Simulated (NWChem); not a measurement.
Everything below was run with NWChem. System: CH2I, charge 1, spin multiplicity 1, at the geometry of a parent with another charge or spin, in a state set for the comparison that need not be this species' ground state. Level: B2PLYP/def2-TZVP with def2 effective core potentials on I, 5 core orbitals frozen.

Job file:

```
start mol
memory heap 200 mb stack 900 mb global 1100 mb
charge 1
geometry units angstroms nocenter noautoz
  C     -1.760759     0.075395     0.000000
  I      0.285160    -0.007154     0.000000
  H     -2.274464    -0.036603    -0.955464
  H     -2.274464    -0.036603     0.955464
  symmetry group Cs
end
basis spherical
  * library def2-tzvp
end
ecp
  I library def2-ecp
end
dft
  xc hfexch 0.53 becke88 0.47 lyp 0.73 mp2 0.27
  dftmp2
  semidirect memsize 60000000 filesize 0
  iterations 100
end
mp2
  freeze core 5
end
task dft energy
```

Output (cleaned and shortened):

```
             Northwest Computational Chemistry Package (NWChem) 7.3.0
             --------------------------------------------------------

                                NWChem Input Module
                                -------------------

 Scaling coordinates for geometry "geometry" by  1.889725989
 (inverse scale =  0.529177249)

 Turning off AUTOSYM since
 SYMMETRY directive was detected!

                             Geometry "geometry" -> ""
                             -------------------------

 Output coordinates in angstroms (scale by  1.889725989 to convert to a.u.)

  No.       Tag          Charge          X              Y              Z
 ---- ---------------- ---------- -------------- -------------- --------------
    1 C                    6.0000    -1.76075900     0.07539500     0.00000000
    2 I                   53.0000     0.28516000    -0.00715400     0.00000000
    3 H                    1.0000    -2.27446400    -0.03660300    -0.95546400
    4 H                    1.0000    -2.27446400    -0.03660300     0.95546400

 Effective nuclear repulsion energy (a.u.)     108.8130726808

            Nuclear Dipole moment (a.u.)
            ----------------------------
        X                 Y               Z
 ---------------- ---------------- ----------------
    -0.0000037795     0.0000037795     0.0000000000

      Symmetry information
      --------------------

 Group name             Cs
 Group number              2
 Group order               2
 No. of unique centers     3

      Symmetry unique atoms

     1    2    3


 Summary of "ao basis" -> "" (spherical)
 ------------------------------------------------------------------------------
       Tag                 Description            Shells   Functions and Types
 ---------------- ------------------------------  ------  ---------------------
 *                         def2-tzvp                  on all atoms

 Summary of "ao basis" -> "ao basis" (spherical)
 ------------------------------------------------------------------------------
       Tag                 Description            Shells   Functions and Types
 ---------------- ------------------------------  ------  ---------------------
 C                         def2-tzvp                11       31   5s3p2d1f
 I                         def2-tzvp                16       50   6s5p3d2f
 H                         def2-tzvp                 4        6   3s1p

 Summary of "ao basis" -> "ao basis" (spherical)
 ------------------------------------------------------------------------------
       Tag                 Description            Shells   Functions and Types
 ---------------- ------------------------------  ------  ---------------------
 C                         def2-tzvp                11       31   5s3p2d1f
 I                         def2-tzvp                16       50   6s5p3d2f
 H                         def2-tzvp                 4        6   3s1p

      Symmetry analysis of basis
      --------------------------

        a'         60
        a"         33

            General Information
            -------------------
          SCF calculation type: DFT
          Wavefunction type:  closed shell.
          No. of atoms     :     4
          No. of electrons :    32
           Alpha electrons :    16
            Beta electrons :    16
          Charge           :     1
          Spin multiplicity:     1
          Use of symmetry is: on ; symmetry adaption is: on
          Maximum number of iterations: 100
          AO basis - number of functions:    93
                     number of shells:    35
          Convergence on energy requested:  1.00D-06
          Convergence on density requested:  1.00D-05
          Convergence on gradient requested:  5.00D-04

              XC Information
              --------------
                     Hartree-Fock (Exact) Exchange  0.530
                    Becke 1988 Exchange Functional  0.470
              Lee-Yang-Parr Correlation Functional  0.730

             Grid Information
             ----------------
          Grid used for XC integration:  medium
          Radial quadrature: Mura-Knowles
          Angular quadrature: Lebedev.
          Tag              B.-S. Rad. Rad. Pts. Rad. Cut. Ang. Pts.
          ---              ---------- --------- --------- ---------
          C                   0.70       49           9.0       434
          I                   1.40      123          10.0       590
          H                   0.35       45          10.0       434
          Grid pruning is: on
          Number of quadrature shells:   217
          Spatial weights used:  Erf1

          Convergence Information
          -----------------------
          Convergence aids based upon iterative change in
          total energy or number of iterations.
          Levelshifting, if invoked, occurs when the
          HOMO/LUMO gap drops below (HL_TOL):  1.00D-02
          DIIS, if invoked, will attempt to extrapolate
          using up to (NFOCK): 10 stored Fock matrices.

                    Damping( 0%)  Levelshifting(0.5)       DIIS
                  --------------- ------------------- ---------------
          dE  on:    start            ASAP                start
          dE off:    2 iters        100 iters           100 iters

      Screening Tolerance Information
      -------------------------------
          Density screening/tol_rho:  1.00D-10
          AO Gaussian exp screening on grid/accAOfunc:  14
          CD Gaussian exp screening on grid/accCDfunc:  20
          XC Gaussian exp screening on grid/accXCfunc:  20
[...]
    11 a'         12 a'         13 a"         14 a'         15 a'
    16 a"         17 a'         18 a'         19 a'         20 a"
    21 a'         22 a"         23 a'         24 a'         25 a"
    26 a'

------------------------------------------------------------
EAF file 0: "./mol.aoints.0" size=524288 bytes
------------------------------------------------------------
               write      read    awrite     aread      wait
               -----      ----    ------     -----      ----
     calls:        1         0         0         0         0
   data(b): 5.24e+05  0.00e+00  0.00e+00  0.00e+00
   time(s): 0.00e+00  0.00e+00  0.00e+00  0.00e+00  0.00e+00
rate(mb/s): 0.00e+00  0.00e+00
------------------------------------------------------------

   convergence    iter        energy       DeltaE   RMS-Dens  Diis-err    time
 ---------------- ----- ----------------- --------- --------- ---------  ------
 d= 0,ls=0.0,diis     1   -336.0326913092 -3.91D+02  2.35D-02  2.10D+00     1.4
 d= 0,ls=0.0,diis     2   -335.6140642665  4.19D-01  1.63D-02  4.74D+00     1.6
 d= 0,ls=0.0,diis     3   -336.2099490413 -5.96D-01  3.21D-03  2.28D-01     1.8
 d= 0,ls=0.0,diis     4   -336.2398122528 -2.99D-02  6.00D-04  8.54D-03     2.0
 d= 0,ls=0.0,diis     5   -336.2406022348 -7.90D-04  2.19D-04  1.17D-03     2.1
  Resetting Diis
 d= 0,ls=0.0,diis     6   -336.2407355152 -1.33D-04  1.04D-04  3.47D-05     2.3
 d= 0,ls=0.0,diis     7   -336.2407517875 -1.63D-05  5.06D-05  8.74D-06     2.5
 d= 0,ls=0.0,diis     8   -336.2407529434 -1.16D-06  2.90D-05  1.05D-05     2.7
 d= 0,ls=0.0,diis     9   -336.2407546818 -1.74D-06  1.83D-05  1.58D-06     2.9
 d= 0,ls=0.0,diis    10   -336.2407551340 -4.52D-07  7.27D-06  2.36D-07     3.1

         Total DFT energy =     -336.240755134041
      One electron energy =     -669.445702588954
           Coulomb energy =      306.270579552235
    Exchange-Corr. energy =      -27.615019938406
 Nuclear repulsion energy =       54.549387841083

 Numeric. integr. density =       32.000010305086

     Total iterative time =      2.6s

                  Occupations of the irreducible representations
                  ----------------------------------------------

                     irrep           alpha         beta
                     --------     --------     --------
                     a'               11.0         11.0
                     a"                5.0          5.0

                       DFT Final Molecular Orbital Analysis
                       ------------------------------------

 Vector   14  Occ=2.000000D+00  E=-7.014511D-01  Symmetry=a'
              MO Center= -5.9D-01,  2.0D-02, -9.9D-16, r^2= 2.5D+00
   Bfn.  Coefficient  Atom+Function         Bfn.  Coefficient  Atom+Function
  ----- ------------  ---------------      ----- ------------  ---------------
    41      0.336615  2 I  px                47     -0.337906  2 I  px
     6      0.297544  1 C  px                 9      0.277058  1 C  px
    44     -0.275042  2 I  px                36     -0.236284  2 I  s
    37     -0.206717  2 I  s                 34      0.162976  2 I  s
    33     -0.150188  2 I  s                 35      0.113830  2 I  s

 Vector   15  Occ=2.000000D+00  E=-5.909980D-01  Symmetry=a'
              MO Center= -2.6D-01,  2.7D-02, -3.7D-17, r^2= 2.3D+00
   Bfn.  Coefficient  Atom+Function         Bfn.  Coefficient  Atom+Function
  ----- ------------  ---------------      ----- ------------  ---------------
    48      0.504785  2 I  py                42     -0.410320  2 I  py
    45      0.330403  2 I  py                10      0.190406  1 C  py
     7      0.181234  1 C  py                51      0.148798  2 I  py
    13      0.097809  1 C  py                39     -0.052228  2 I  py
    47      0.047373  2 I  px                41     -0.041249  2 I  px

 Vector   16  Occ=2.000000D+00  E=-5.585488D-01  Symmetry=a"
              MO Center=  2.0D-01, -6.7D-03,  1.5D-15, r^2= 2.0D+00
   Bfn.  Coefficient  Atom+Function         Bfn.  Coefficient  Atom+Function
  ----- ------------  ---------------      ----- ------------  ---------------
    49      0.590808  2 I  pz                43     -0.477506  2 I  pz
    46      0.393039  2 I  pz                52      0.200047  2 I  pz
     8     -0.064316  1 C  pz                83      0.063770  3 H  s
    89     -0.063770  4 H  s                 40     -0.060551  2 I  pz
    84      0.056374  3 H  s                 90     -0.056374  4 H  s

 Vector   17  Occ=0.000000D+00  E=-3.408108D-01  Symmetry=a'
              MO Center= -1.1D+00,  9.2D-02, -9.7D-18, r^2= 2.6D+00
   Bfn.  Coefficient  Atom+Function         Bfn.  Coefficient  Atom+Function
  ----- ------------  ---------------      ----- ------------  ---------------
    10      0.369565  1 C  py                 7      0.364672  1 C  py
    13      0.335843  1 C  py                48     -0.331068  2 I  py
    42      0.249936  2 I  py                45     -0.205534  2 I  py
    51     -0.202977  2 I  py                 4      0.064120  1 C  s
    63     -0.063793  2 I  d -2              53      0.059499  2 I  d -2

 Vector   18  Occ=0.000000D+00  E=-2.166636D-01  Symmetry=a'
              MO Center= -1.2D-01,  6.6D-03, -3.7D-15, r^2= 3.7D+00
   Bfn.  Coefficient  Atom+Function         Bfn.  Coefficient  Atom+Function
  ----- ------------  ---------------      ----- ------------  ---------------
     5      0.581972  1 C  s                 50      0.583679  2 I  px
    37     -0.504657  2 I  s                 47      0.463950  2 I  px
     4      0.388745  1 C  s                 12      0.303443  1 C  px
    41     -0.299820  2 I  px                 9      0.266395  1 C  px
     6      0.243494  1 C  px                44      0.239278  2 I  px

 Vector   19  Occ=0.000000D+00  E=-8.979437D-02  Symmetry=a'
              MO Center= -1.8D+00, -5.2D-02, -2.6D-16, r^2= 5.2D+00
   Bfn.  Coefficient  Atom+Function         Bfn.  Coefficient  Atom+Function
  ----- ------------  ---------------      ----- ------------  ---------------
    84      1.657245  3 H  s                 90      1.657245  4 H  s
     5     -1.160736  1 C  s                 12      1.131211  1 C  px
    37     -0.580671  2 I  s                 50      0.508235  2 I  px
     4     -0.439121  1 C  s                 36     -0.212236  2 I  s
    47      0.196938  2 I  px                 6      0.181715  1 C  px

 center of mass
 --------------
 x =   0.14044988 y =  -0.00103104 z =   0.00000000

 moments of inertia (a.u.)
 ------------------
           6.847430655432           5.993634125130           0.000000000000
           5.993634125130         210.733387095263           0.000000000000
           0.000000000000           0.000000000000         204.438515628201

     Multipole analysis of the density
     ---------------------------------

     L   x y z        total         alpha         beta         nuclear
     -   - - -        -----         -----         ----         -------
     0   0 0 0      1.000000    -16.000000    -16.000000     33.000000

     1   1 0 0     -1.553667      6.767408      6.767408    -15.088483
     1   0 1 0     -0.010154     -0.194346     -0.194346      0.378539
     1   0 0 1      0.000000      0.000000      0.000000      0.000000

     2   2 0 0    -11.425805    -61.030317    -61.030317    110.634830
     2   1 1 0     -0.198923      1.116506      1.116506     -2.431934
     2   1 0 1      0.000000      0.000000      0.000000      0.000000
     2   0 2 0    -22.055431    -11.095683    -11.095683      0.135934
     2   0 1 1     -0.000000     -0.000000     -0.000000      0.000000
     2   0 0 2    -21.760048    -14.140089    -14.140089      6.520131

                   NWChem MP2 Semi-direct Energy/Gradient Module
                   ---------------------------------------------

  Basis functions       =     93
  Molecular orbitals    =     93
  Frozen core           =      5
  Frozen virtuals       =      0
  Active alpha occupied =     11
  Active beta occupied  =     11
  Active alpha virtual  =     77
  Active beta virtual   =     77
  Use MO symmetry       = T
  Use skeleton AO sym   = T

  AO/Fock/Back tols     =   1.0D-09  1.0D-09  1.0D-09

 GA uses MA = F    GA memory limited = T

 Available:
  local mem=  4.43D+07
 global mem=  1.44D+08
 local disk=  0.00D+00
  mp2_memr nvloc                    77
  nvloc new                    77
   1 passes of  11:        5242880                      59977                  12521840.
   1 passes of  11: M     44309184           G      144161902           F      39066304.

 Semi-direct pass number   1 of   1  for RHF alpha+beta  at        3.2s
  vrange nnbf                  4343
  mp2_eaftype                    47  avail_ma_in_mb                   386
 EAF : mp2_eaftype filesize          47    6260920.
  mp2_eaf for mointskh                     47
Node 0 wrote     29.4 Mb in      0.0 s     Agg I/O rate:  2472.5 Mb/s
 Done moints_semi at        5.4s
  mp2_eaftype                    47  avail_ma_in_mb                   386
 EAF : mp2_eaftype filesize          47    6260920.
  mp2_eaf for kh                    47
 Done maket at        5.5s
 Done multipass loop at        5.5s

          -------------------------------------------
          DFT energy                    -336.240755134041
          Unscaled MP2 energy             -0.765046915625
          Total DFT+MP2 energy          -336.447317801260
          -------------------------------------------

 -----------------------
 Performance information
 -----------------------

 Timer overhead =  9.49D-08 seconds/call

               Nr. of calls         CPU time (s)                 Wall time (s)                GFlops
             ---------------    -------------------     ------------------------------   -------------------
Name         Min   Avg   Max    Min     Avg     Max     Min     Avg     Max   Mx/calls   Min     Max     Sum
mp2: moin     1     1     1    2.2     2.2     2.2      2.2     2.2     2.2     2.2      0.0     0.0     0.0
mp2: make     1     1     1   9.48E-2 9.48E-2 9.48E-2  9.48E-2 9.48E-2 9.48E-2 9.48E-2   0.0     0.0     0.0
mp2: tota     1     1     1    2.4     2.4     2.4      2.4     2.4     2.4     2.4      0.0     0.0     0.0

 The average no. of pstat calls per process was 3.00D+00
 with a timing overhead of 2.85D-07s

 Task  times  cpu:        5.5s     wall:        5.5s

 Total times  cpu:        5.5s     wall:        5.5s
```
